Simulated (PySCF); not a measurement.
Zr²⁺: interval between two levels

Zr²⁺ [Kr] 4d2 [3F4, M_J = 4] → Zr²⁺ [Kr] 4d1 5s1 [3D3, M_J = 3], as a difference of total energies. Calculation: PySCF 2.14, in x2c-TZVPall-2c; the two-component X2C-1e Hamiltonian. Correlated levels: [Ar] 3d10 frozen; the 6 highest virtual spinors dropped. "Screened" scales the spin-orbit matrix elements by Boettger's factors to mimic the two-electron term; Breit and QED terms are absent.

| method | interval between two levels (cm⁻¹) |
| --- | --- |
| GHF (spin-free) | 18547 |
| GMP2 (spin-free) | 16053 |
| GHF (screened spin-orbit) | 18386 |
| GMP2 (screened spin-orbit) | 15883 |

The labels give the starting determinants; with spin-orbit coupling the two ends relaxed to ⟨J²⟩ = 20.01, ⟨L²⟩ = 12.02, ⟨S²⟩ = 2.01 and ⟨J²⟩ = 12.01, ⟨L²⟩ = 6.01, ⟨S²⟩ = 2.01.
